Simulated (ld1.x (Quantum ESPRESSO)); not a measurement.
Scattering properties, TM potential for cerium

ld1.x (Quantum ESPRESSO) 7.5 input, shortened:

```
&input
   title='Ce', zed=58., rel=1, dft='PBE', iswitch=3,
   config='[Xe] 4f1 5d1 6s0.5 6p0'
 /
 &inputp
   pseudotype=2, tm=.true., lloc=2,
   nlcc=.true., new_core_ps=.true.
 /
3
5S  1  0   2.00   0.00  2.30  2.30  0.0
5P  2  1   6.00   0.00  2.80  2.80  0.0
5D  3  2   1.00   0.00  3.25  3.25  0.0
 &test
   configts(1)='5s2 5p6 5d1 6s0.5 6p0'
 /
```

Occupied shells without a wave of their own: 6s. They enter only through the test configuration that unscreens the potential, and ld1.x also counts them in the model core charge.

The phase is arctan(r·u′/u) with u = r·R(r), unwrapped; energies in Ry, scanned from -6 to 5 Ry. A pole is an energy at which the radial function vanishes at the test radius. The pseudo phase is shifted by a multiple of π to meet the all-electron one at the reference energy, and phase errors are pseudo minus all-electron; the curves can meet again beyond the range given. Levels narrower than the energy grid can be missing from the lists of poles.

```tsv
channel	radius (bohr)	reference energy (Ry)	poles, all-electron	poles, pseudo	unbroken range about the reference energy with phases within 0.05 rad	phase error 1 Ry above the reference energy (rad)
s	3.56	-3.66	-3.64, 0.64	-3.64, 1.25	below -1.4	+0.003
p	3.56	-2.38	-2.32, 1.54	-2.32, 1.13	below -0.8	-0.006
d	3.56	-0.85	-0.50, 3.20	-0.50, 3.08	below 1.0	-0.001
```

The potential misses its own reference levels by up to 0.8 eV. ld1.x takes every shell without a wave as core, so the model core holds the 6s electrons as well and exchange and correlation see them twice. This cancels in the reference configuration, but the file is broken for other ones, and its errors say nothing about a proper core correction.

Phases in the s channel:

```
E (Ry)  all-electron  pseudo
 -6.00         1.441   1.441
 -5.48         1.432   1.432
 -4.96         1.422   1.422
 -4.44         1.407   1.408
 -3.92         1.377   1.377
 -3.40        -1.740  -1.739
 -2.88        -1.781  -1.779
 -2.36        -1.828  -1.823
 -1.84        -1.912  -1.898
 -1.32        -2.138  -2.071
 -0.80        -3.347  -2.786
 -0.28        -4.425  -4.195
  0.24        -4.638  -4.535
  0.76        -4.731  -4.651
  1.28        -4.799  -4.716
  1.80        -4.876  -4.763
  2.32        -5.014  -4.809
  2.84        -5.516  -4.864
  3.36        -7.200  -4.951
  3.88        -7.609  -5.152
  4.40        -7.726  -6.040
  4.92        -7.784  -7.330
```
